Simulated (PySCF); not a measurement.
CH₅Ge₂N, SMILES [N]1=[CH][GeH2][GeH2]1. Geometry optimised at B3LYP-D3(BJ)/def2-SVP. This is a generated structure with no PubChem entry under its InChIKey; it may be hypothetical.

Calculation: B3LYP-D3(BJ)/def2-SVP (PySCF).

Harmonic wavenumbers (cm⁻¹): 189, 249, 326, 351, 476, 519, 531, 586, 619, 682, 711, 867, 872, 879, 1259, 1620, 2070, 2089, 2100, 2117, 3015. Rotational constants (GHz): 5.464, 1.967, 1.501; symmetry number 1.

Task: Work out the zero-point energy and the ideal-gas rigid-rotor harmonic-oscillator thermochemistry at 298.15 K and 1 atm.

Result: ZPE = ½ Σ hcν = ½ × 22126 cm⁻¹ = 31.63 kcal/mol. H − E(el) = 36.02 kcal/mol. Entropy in cal/(mol K): translation 41.41, rotation 27.39, vibration 10.35, total 79.15. G − E(el) = 12.42 kcal/mol. Cp = 24.05 cal/(mol K).
